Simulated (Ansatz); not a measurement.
Si11H18, a cluster cut from hexagonal silicon. Total charge 0; triplet. Geometry PBE-D4/def2-SVP, that of the neutral singlet; atoms count from 1.

```xyz
29

Si   -2.667    0.462    0.953
Si   -1.361   -1.490    1.123
Si   -1.242   -0.665   -2.688
Si   -0.497   -2.115   -0.992
Si    0.381   -1.046    2.644
Si    1.854   -2.200   -0.968
Si   -1.364    2.170   -0.010
Si   -0.758    1.591   -2.221
Si    0.555    2.570    1.294
Si    1.783    0.612    1.737
Si    2.819   -0.181   -0.236
H    -3.885    0.208    0.099
H    -3.128    0.881    2.328
H    -2.212   -2.623    1.645
H    -2.738   -0.810   -2.824
H    -0.607   -1.061   -3.999
H    -1.008   -3.502   -1.308
H    -0.201   -0.568    3.952
H     1.179   -2.299    2.909
H     2.289   -3.299   -0.031
H     2.356   -2.532   -2.352
H    -2.170    3.448   -0.056
H    -1.524    2.462   -3.186
H     0.712    1.846   -2.438
H     0.132    3.187    2.605
H     1.442    3.556    0.574
H     2.863    0.956    2.737
H     2.712    0.853   -1.328
H     4.285   -0.412    0.036
```

Single mean-field runs in def2-TZVP are fitted with def2-universal-jkfit. At PBE0-D4/def2-TZVP a singlet of charge 0 lies 4.66 eV below the triplet at the same geometry.

(1) Estimate the Mulliken populations from the PBE0/def2-TZVP orbitals of Ansatz.

(2) Where does the spin sit?

(3) And the Mayer bond orders between heavy atoms (over 0.3)?

Answers

(1) 
```tsv
atom	charge (e)	spin (α − β)
Si1	0.02	0.12
Si2	-0.01	0.28
Si3	0.03	0.12
Si4	-0.05	0.33
Si5	0.02	0.12
Si6	0.03	0.12
Si7	-0.03	0.14
Si8	-0.02	0.08
Si9	0.02	-0.03
Si10	-0.03	0.14
Si11	-0.02	0.08
H12	0.02	0.02
H13	0.01	0.00
H14	-0.02	0.06
H15	0.01	0.03
H16	0.01	0.00
H17	-0.03	0.08
H18	0.01	0.00
H19	0.02	0.02
H20	0.01	0.03
H21	0.01	0.00
H22	-0.02	0.06
H23	-0.01	0.05
H24	0.01	0.00
H25	-0.01	0.02
H26	0.00	0.00
H27	-0.02	0.06
H28	0.01	0.00
H29	-0.01	0.05
```
Mulliken values depend strongly on the basis.

(2) Summed by element: Si 1.50, H 0.50, of 2 unpaired in all. Largest on single atoms: Si4 0.33, Si2 0.28, Si10 0.14.

(3) Si1–Si2 0.82 (2.35 Å); Si1–Si7 0.91 (2.35 Å); Si2–Si4 1.08 (2.37 Å); Si2–Si5 0.82 (2.35 Å); Si3–Si4 0.82 (2.35 Å); Si3–Si8 0.94 (2.35 Å); Si4–Si6 0.82 (2.35 Å); Si5–Si10 0.91 (2.35 Å); Si6–Si11 0.94 (2.35 Å); Si7–Si8 0.97 (2.36 Å); Si7–Si9 0.94 (2.35 Å); Si9–Si10 0.94 (2.35 Å); Si10–Si11 0.97 (2.36 Å).
